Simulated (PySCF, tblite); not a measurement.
Isomers of C5H6F3PS, one GFN2-xTB conformer each. Single-point energies are computed at PBE0/pcSseg-1 (PySCF, gas phase, no added dispersion term), electronic only.

Question: Rank them by PBE0/pcSseg-1 energy, lowest first (kJ/mol).
A. `[CH2:1]=[CH:2][P@@:3]1(=[S:4])[CH2:5][C@@H:6]1[C:7]([F:8])([F:9])[F:10]` with C1–C2–P3–S4 1°
B. `[CH3:1][CH2:2][C:3]1=[CH:4][P@:5]1(=[S:6])[C:7]([F:8])([F:9])[F:10]` with C1–C2–C3–C4 -2°

Answer: A (0.0), B (62.2).

GFN2-xTB itself gives, in the same order: 0.0, 71.2. Both levels put the same isomer lowest.

Q: Which frontier levels, dipoles and rotational constants go with these structures?

A: 
| SMILES | HOMO (eV, PBE0/pcSseg-1) | LUMO (eV) | dipole (D) | A, B, C (MHz) |
| --- | --- | --- | --- | --- |
| C=C[P@@]1(=S)C[C@@H]1C(F)(F)F | -6.85 | -1.36 | 5.20 | 1676, 659.2, 580.4 |
| CCC1=C[P@]1(=S)C(F)(F)F | -6.91 | -1.10 | 5.01 | 1260, 725.4, 544.6 |

Q: What happens when harmonic zero-point energies from GFN2-xTB frequencies are added?

A: 
```json
{"SMILES": "C=C[P@@]1(=S)C[C@@H]1C(F)(F)F", "ZPE (kJ/mol)": "263.1", "electronic (kJ/mol)": "0.0", "with ZPE (kJ/mol)": "0.0"}
{"SMILES": "CCC1=C[P@]1(=S)C(F)(F)F", "ZPE (kJ/mol)": "264.8", "electronic (kJ/mol)": "62.2", "with ZPE (kJ/mol)": "63.9"}
```

The zero-point energies span 1.7 kJ/mol. The order is unchanged.
